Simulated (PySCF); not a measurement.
CH7Si2, SMILES [SiH3][CH][SiH3], multiplicity 2. Atoms are numbered in the order given.

```xyz
10

Si     1.6609     0.0000    -0.1354
C      0.0000     0.0000     0.6957
Si    -1.6609     0.0000    -0.1354
H      2.4480     1.2071     0.2640
H      2.4480    -1.2071     0.2640
H      1.4955     0.0000    -1.6176
H      0.0000     0.0000     1.7958
H     -2.4480     1.2071     0.2640
H     -2.4480    -1.2071     0.2640
H     -1.4955     0.0000    -1.6176
```
Charge 0, spin multiplicity 2.

Coordinates come from a ωB97X-D3(BJ)/def2-SVP optimisation. The isomer is the one that the SMILES or the coordinates give; other isomers of the formula were not compared.

Method: PBE/def2-TZVPD (PySCF).

Mulliken values depend strongly on the basis, most of all with diffuse functions as here. Atomic charges (e):

```tsv
atom	Mulliken	meta-Löwdin	Mulliken spin
Si1	0.01	0.43	-0.01
C2	-0.19	-0.54	0.91
Si3	0.01	0.43	-0.01
H4	-0.02	-0.08	0.03
H5	-0.02	-0.08	0.03
H6	-0.02	-0.08	0.00
H7	0.28	0.14	-0.03
H8	-0.02	-0.08	0.03
H9	-0.02	-0.08	0.03
H10	-0.02	-0.08	0.00
```
